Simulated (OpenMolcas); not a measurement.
Zr3+: moving or changing the point charges

Zr3+ among 6 point charges of -1.7 e arranged as an octahedron (Oh), 2.18 Å from the ion.
```
   2.1800    0.0000    0.0000  -1.70
   0.0000    2.1800    0.0000  -1.70
  -2.1800    0.0000    0.0000  -1.70
   0.0000   -2.1800    0.0000  -1.70
   0.0000    0.0000    2.1800  -1.70
   0.0000    0.0000   -2.1800  -1.70
```

```yaml
Program: OpenMolcas 26.06
Method: CASSCF
Basis: ANO-RCC-VDZP [6s5p3d1f]
Scalar_Hamiltonian: DKH2, point nucleus
Active_space: 1 electron in 5 orbitals (4d)
State_averaging: 2S+1 = 2 even, 5 roots
Spin-orbit_coupling: state interaction with AMFI integrals over the reference wave functions
```

Runs around this geometry, states (labels of O, the rotations of Oh). Energies in cm-1 above the lowest state or level, χT in cm3 K/mol; under a threefold ground state the first gap can be a small split of the lowest multiplet, not the spin-orbit step; 10Dq is the gap between the two states.

| R (Å) | q (e) | Ground state | First state of that spin | 10Dq | First gap with spin-orbit (degeneracies) | χT at 300 K |
| --- | --- | --- | --- | --- | --- | --- |
| 2.18 | -0.85 | 2T2 | 2E 7273 | 7273 | 773.5 (4, 2) | 0.210 |
| 2.05 | -1.7 | 2T2 | 2E 20891 | 20891 | 571.1 (4, 2) | 0.260 |
| 2.18 | -1.7 | 2T2 | 2E 15429 | 15429 | 648.9 (4, 2) | 0.235 |
| 2.38 | -1.7 | 2T2 | 2E 10118 | 10118 | 727.0 (4, 2) | 0.216 |

Taking |10Dq| as R^-n, n = -ln(10118 / 20891) / ln(2.38 / 2.05) = 4.9 between the shortest and longest distance. The point-charge formula for a cubic d site gives n = 5.

Scaling the charges by -0.85 / -1.7 = 0.50 scales |10Dq| by 7273 / 15429 = 0.47; with fixed orbitals a first-order splitting would follow the charge.

An orbital triplet at a regular site is open to Jahn-Teller coupling, which can distort the site and quench the lowest spin-orbit gaps and is left out. This field is weak: 10Dq is about 7273 cm-1, while octahedral complexes of 4d ions of charge 3 and more, computed by the same method with explicit ligands, had a median near 25000 cm-1. Ground spin and moment need not be those of a real site (figures for R = 2.18, q = -0.85; the like holds for R = 2.38, q = -1.7). This is an electrostatic model: the charges have no orbitals. No measured value stands beside these numbers.
